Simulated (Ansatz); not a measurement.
Z-matrix (Å, degrees):
```
O
C 1 1.3386
O 2 1.1997 1 124.57
H 2 1.0975 3 124.40 1 -180.00
Si 1 1.7004 2 120.00 4 -179.99
H 5 1.4739 1 103.02 2 -179.99
H 5 1.4743 6 110.97 1 117.72
H 5 1.4743 6 110.98 7 124.56
```
Charge 0, spin multiplicity 1.

All values below come from frozen-core CCSD(T)/cc-pVTZ // B3LYP-D3(BJ)/def2-TZVP (Ansatz, a program for electronic structure).

```
Quantity                       Result
----------------------  -------------
HF energy               -478.98670 Ha
MP2 correlation energy    -0.74659 Ha
```

**Question.** Estimate the CCSD correlation energy, the (T) correction, the total energy and the T1 diagnostic.

**Answer.** 
| Item | Result |
|---|---|
| CCSD correlation energy | -0.76939 Ha |
| (T) correction | -0.03096 Ha |
| CCSD(T) total energy | -479.78705 Ha |
| T1 diagnostic | 0.016 |
